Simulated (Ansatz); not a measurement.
Computed with Ansatz on PBE0-D4/def2-TZVP structures; ΔE is electronic, products minus reactants. CCSD(T)/CBS adds triple-zeta CCSD(T) − MP2 to the extrapolated MP2 energy (def2 sets, frozen cores). This one scheme is used for every species. One conformer a species, not always the lowest.

Consider the ligand exchange at the Si–C bond: `CC(F)(F)[SiH2]F` + `SS` → `F[SiH2]SS` + `CC(F)F`.

`CC(F)(F)[SiH2]F`:

Z-matrix (Å, degrees):
```
C
C 1 1.500
H 1 1.092 2 109.2
H 1 1.091 2 110.0 3 -119.9
H 1 1.091 2 110.2 3 119.9
F 2 1.373 1 109.0 3 56.5
F 2 1.379 1 109.2 3 -58.9
Si 2 1.916 1 117.2 3 -179.5
F 8 1.598 2 107.9 1 -55.0
H 8 1.478 2 109.5 1 -173.9
H 8 1.481 2 109.1 1 62.6
```

`SS`:

Cartesian coordinates in Å:
```
S -0.602 0.224 -0.924
S -0.327 -0.266 1.043
H 0.289 1.231 -1.008
H 0.640 -1.190 0.888
```

`F[SiH2]SS`:

Cartesian coordinates in Å:
```
F 0.752 1.793 1.445
Si 0.013 0.581 0.709
S 1.427 -0.395 -0.556
S -0.071 -1.718 -1.083
H -0.477 -0.358 1.738
H -1.084 1.140 -0.111
H -0.560 -1.044 -2.141
```

`CC(F)F`:

```xyz
8

C     0.024   -0.501   -0.604
C     0.036    0.417    0.578
F    -1.163    0.377    1.219
F     0.229    1.702    0.176
H    -0.773   -0.203   -1.287
H    -0.148   -1.527   -0.275
H     0.982   -0.449   -1.123
H     0.811    0.184    1.316
```

```
          species  HF/def2-QZVPP energy (Eh)
`CC(F)(F)[SiH2]F`                 -666.16225
             `SS`                 -796.27342
      `F[SiH2]SS`                -1185.39046
         `CC(F)F`                 -277.08160
```

Task: Work out ΔE.

Result: ΔE = (-1185.39046) + (-277.08160) − (-666.16225) − (-796.27342) = -0.03639 Eh = -95.5 kJ/mol. CCSD(T)/CBS gives -97.5 kJ/mol.

Largest T1 diagnostic among the species: 0.012.

From PBE to PBE0 (25 % exact exchange), in def2-TZVPP and without D4, ΔE moves by −4.4 kJ/mol.
